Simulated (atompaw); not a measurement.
La: one change to a PAW (atompaw) potential, before and after

```json
{"Element": "lanthanum (La)", "Generator": "atompaw 4.2.0.5", "Type": "PAW", "Functional": "LDA (PW92)", "Relativity": "scalar-relativistic", "Frozen core": "[Kr] 4d10", "Valence charge": "11", "Reference configuration": "4f0 5s2 5p6 5d1 6s1.5 6p0 (charge +0.5)", "Partial waves": "5s (bound): rc 2.45 bohr; 6s (bound): rc 2.65 bohr; 5p (bound): rc 3.00 bohr; 6p (bound, empty): rc 2.65 bohr; 5d (bound): rc 3.00 bohr; 5d channel at 0.95 Ry: rc 3.00 bohr; 4f (bound, empty): rc 1.05 bohr; 4f channel at 2.8 Ry: rc 1.05 bohr", "Local potential": "troulliermartins scheme with l = 4 at 0 Ry, radius 2.55 bohr", "Core correction": "smooth core density matched at 1.75 bohr", "Augmentation charge": "gaussian compensation charge, radius 2.95 bohr; PAW radius 3.00 bohr; waves and projectors: modrrkj vanderbiltortho"}
```

All-electron outer shells of the reference configuration (LDA (PW92), scalar-relativistic, ld1.x):

```json
{"shell": "4p", "level (eV)": "-202.44", "outermost node (bohr)": "0.34", "outermost maximum (bohr)": "0.63"}
{"shell": "4d", "level (eV)": "-106.66", "outermost node (bohr)": "0.32", "outermost maximum (bohr)": "0.68"}
{"shell": "5s", "level (eV)": "-41.89", "outermost node (bohr)": "0.77", "outermost maximum (bohr)": "1.41"}
{"shell": "5p", "level (eV)": "-25.28", "outermost node (bohr)": "0.83", "outermost maximum (bohr)": "1.58"}
{"shell": "4f", "level (eV)": "-7.40", "outermost node (bohr)": "–", "outermost maximum (bohr)": "0.75"}
{"shell": "6s", "level (eV)": "-6.13", "outermost node (bohr)": "1.85", "outermost maximum (bohr)": "3.65"}
{"shell": "5d", "level (eV)": "-5.84", "outermost node (bohr)": "0.95", "outermost maximum (bohr)": "2.21"}
{"shell": "6p", "level (eV)": "-3.41", "outermost node (bohr)": "2.19", "outermost maximum (bohr)": "4.63"}
```

Change: all radii scaled by about 1.17 (s 2.86, p 3.50, d 3.50, f 1.22 bohr); local potential troulliermartins scheme with l = 4 at 0 Ry, radius 2.98 bohr; augmentation gaussian compensation charge, radius 3.44 bohr; PAW radius 3.50 bohr; waves and projectors: modrrkj vanderbiltortho; core correction smooth core density matched at 2.04 bohr.

Cutoffs: the cutoffs (Ry, on a coarse ladder) from which the occupation-weighted sum of valence levels, in a spherical-Bessel basis at the reference potential, stays within 10 and 1 mRy of its value at 400 Ry; they do not see the model core or the augmentation charge, which bear on the density cutoff.

What does the change do?

The potential gets softer (8 Ry and 15 Ry → 8 Ry and 12 Ry); a bound ghost appears in p, which as a rule spoils a file. A larger radius leaves more room for a smooth pseudo-wave, so fewer plane waves are needed.

```csv
quantity,base,changed
"cutoff, loose",8 Ry,8 Ry
"cutoff, tight",15 Ry,12 Ry
loose cutoff by channel (10 mRy a level),"s 6 Ry, p 6 Ry, d 8 Ry","s 6 Ry, p 6 Ry, d 6 Ry"
bound ghosts,none,p
lowest overlap eigenvalue by channel,"s 0.31, p 0.80, d 1.00, f 0.06","s 0.50, p 0.97, d 1.00, f 1.00"
```

Base: The cutoffs count occupied waves only; the empty 4f level needs 100 Ry at the loose tolerance. Changed file: The cutoffs count occupied waves only; the empty 4f level needs 80 Ry at the loose tolerance. A true bound ghost makes a file unfit for plane-wave use even where its test errors are small: the radial tests pick states by their node count and pass the ghost by. The cutoffs see the waves, projectors and local potential, not the compensation charge or the core.
